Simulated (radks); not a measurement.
Q: These are the eigenvalues of the occupied orbitals of an atom or ion with whole-number occupations (eV). Method: Dirac Kohn-Sham, XLYP, spin-unpolarised, spherical densities, point nucleus; computed with a radial shooting solver on a logarithmic mesh with Libxc functionals.

1s1/2: -57333.74
2s1/2: -9638.130
2p1/2: -9180.370
2p3/2: -8263.007
3s1/2: -2170.243
3p1/2: -1969.521
3p3/2: -1776.860
3d3/2: -1433.781
3d5/2: -1391.676
4s1/2: -439.3195
4p1/2: -359.1477
4p3/2: -315.7737
4d3/2: -183.9108
4d5/2: -176.0328
5s1/2: -66.1178
5p1/2: -44.4991
5p3/2: -39.0991
4f5/2: -17.9508
4f7/2: -16.8646

Which element is it, and in what charge state? The configuration may be excited. Open shells, if any, are shared by 2j + 1.

A: Z = 68, erbium, charge +2: Er2+ in [Xe] 4f12. The list shows which subshells hold electrons but not how many an open one holds; the 1s level, -2107 hartree, gives Z - s = 64.9 by -(Z - s)^2/2, which with screening and relativity narrows Z to a few neighbours, and the depths of the outer levels then fix element, charge and occupations together.
